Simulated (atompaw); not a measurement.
## Before and after: PAW (atompaw) potential for Cl

- Element: Cl
- Generator: atompaw 4.2.0.5
- Type: PAW
- Functional: PBE
- Relativity: non-relativistic
- Frozen core: [Ne]
- Valence charge: 7
- Reference configuration: 3s2 3p5
- Partial waves: 3s (bound): rc 1.55 bohr; 3s channel at -0.75 Ry: rc 1.55 bohr; 3p (bound): rc 1.55 bohr; 3p channel at -0.3 Ry: rc 1.55 bohr; 3d channel at 0.05 Ry: rc 1.55 bohr; 3d channel at 2.7 Ry: rc 1.55 bohr
- Local potential: troulliermartins scheme with l = 3 at 0 Ry, radius 1.35 bohr
- Core correction: smooth core density matched at 0.95 bohr
- Augmentation charge: sinc compensation charge, radius 1.35 bohr; PAW radius 1.55 bohr; waves and projectors: custom rrkj gramschmidtortho

Change: wave 3s (bound): rc 1.55 bohr becomes 3s (bound): rc 1.20 bohr.

Cutoffs: the cutoffs (Ry, on a coarse ladder) from which the occupation-weighted sum of valence levels, in a spherical-Bessel basis at the reference potential, stays within 10 and 1 mRy of its value at 400 Ry; they do not see the model core or the augmentation charge, which bear on the density cutoff.

Question: What does the change do?

Answer: The potential gets harder (25 Ry and 35 Ry → 25 Ry and 50 Ry); neither file shows a bound ghost.

| quantity | base | changed |
| --- | --- | --- |
| cutoff, loose | 25 Ry | 25 Ry |
| cutoff, tight | 35 Ry | 50 Ry |
| bound ghosts | none | none |
| s: phases at 1.55 bohr within 0.05 rad from the reference energy up to (Ry; the scan ends near 5) | to the end of the scan | 4.0 |
| p: phases at 1.55 bohr within 0.05 rad from the reference energy up to (Ry; the scan ends near 5) | to the end of the scan | to the end of the scan |
| d: phases at 1.55 bohr within 0.05 rad from the reference energy up to (Ry; the scan ends near 5) | to the end of the scan | to the end of the scan |
| lowest overlap eigenvalue by channel | s 0.39, p 0.79, d 0.96 | s 0.00, p 0.79, d 0.96 |

 The cutoffs see the waves, projectors and local potential, not the compensation charge or the core.
